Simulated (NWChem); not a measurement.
Species: CH2N cation; SMILES C#[NH+]

```xyz
4

C     -0.0003     0.5958     0.0000
N      0.0005    -0.5327     0.0000
H     -0.0008     1.6789     0.0000
H      0.0030    -1.5477     0.0000
```
Atoms are numbered in this order, from 1.

All runs: NWChem. Pople sets run with spherical d functions. Coordinates come from a PBE0-D3(BJ)/def2-TZVP optimisation. B3LYP is NWChem's, with the RPA form of VWN correlation. Vertical excitations in the gas phase; the lowest state need not have the same character in each row.

```csv
level,"lowest excitation, singlet (eV)",oscillator strength of that lowest state,lowest triplet (eV),orbital gap (eV)
"PBE/6-31G*, full TDDFT",8.92,0.000,6.72,8.92
"B3LYP/6-31G*, full TDDFT",8.67,0.000,6.49,11.10
"BHandHLYP/6-31G*, full TDDFT",8.36,0.000,5.92,14.42
"PBE0/6-31G*, full TDDFT",8.69,0.000,6.30,11.72
```
